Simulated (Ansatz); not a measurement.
`B[SiH2]Cl` + `[CH3][AlH][CH2][GaH2]` → `B[SiH2][CH2][AlH][CH3]` + `[Cl][GaH2]`  (redistribution)

Calculated with Ansatz (gas phase, PBE0-D4/def2-TZVP geometries, no zero-point term in ΔE). CBS: MP2 limit from def2 TZ/QZ plus the TZ coupled-cluster correction, frozen cores. For Ga outer-core shells are correlated without core-valence functions, which leaves a few kJ/mol of doubt a bond. Scalar relativity is left out up to krypton. One conformer a species, not always the lowest.

`B[SiH2]Cl`:

Cartesian coordinates in Å:
```
B 0.760 0.776 -0.587
Si -0.406 -0.495 0.431
Cl -2.265 -0.780 -0.421
H 1.851 1.008 -0.154
H 0.426 1.311 -1.600
H 0.255 -1.826 0.515
H -0.622 0.006 1.815
```

`[CH3][AlH][CH2][GaH2]`:

Z-matrix (Å, degrees):
```
C
Al 1 1.952
H 1 1.096 2 110.7
H 1 1.096 2 111.0 3 117.5
H 1 1.093 2 113.2 3 -121.2
C 2 1.945 1 121.3 3 122.7
H 2 1.593 1 119.8 3 -56.0
Ga 6 1.953 2 115.8 1 -85.2
H 6 1.096 2 107.3 1 34.3
H 6 1.095 2 108.2 1 153.5
H 8 1.572 6 120.3 2 -91.2
H 8 1.573 6 119.8 2 87.2
```

`B[SiH2][CH2][AlH][CH3]`:

Cartesian coordinates in Å:
```
B -0.600 1.027 1.500
Si 0.364 1.651 -0.153
C -0.116 0.563 -1.602
Al 0.328 -1.274 -1.126
C 0.020 -1.814 0.731
H -1.785 0.848 1.450
H -0.079 0.893 2.568
H 1.850 1.608 0.010
H 0.004 3.091 -0.351
H 0.338 0.891 -2.540
H -1.207 0.632 -1.714
H 0.977 -2.300 -2.153
H -0.681 -1.173 1.287
H -0.380 -2.831 0.804
H 0.964 -1.813 1.289
```

`[Cl][GaH2]`:

Z-matrix (Å, degrees):
```
Ga
Cl 1 2.149
H 1 1.556 2 115.2
H 1 1.556 2 115.2 3 -180.0
```

```csv
species,CCSD(T)/CBS(def2) energy (Eh)
`B[SiH2]Cl`,-776.05948
`[CH3][AlH][CH2][GaH2]`,-2246.86753
`B[SiH2][CH2][AlH][CH3]`,-637.98238
`[Cl][GaH2]`,-2384.95520
```

Q: Work out ΔE.

A: ΔE = (-637.98238) + (-2384.95520) − (-776.05948) − (-2246.86753) = -0.01057 Eh = -0.29 eV.

Largest T1 diagnostic among the species: 0.012.

The D4 term adds −0.08 eV with B3LYP and −0.05 eV with PBE0; it sums over pairs of atoms, weighted by their polarisabilities, and B3LYP, whose exchange is more repulsive, gets the larger term.

B3LYP here is the variant with VWN-RPA as its local correlation; programs differ in this.
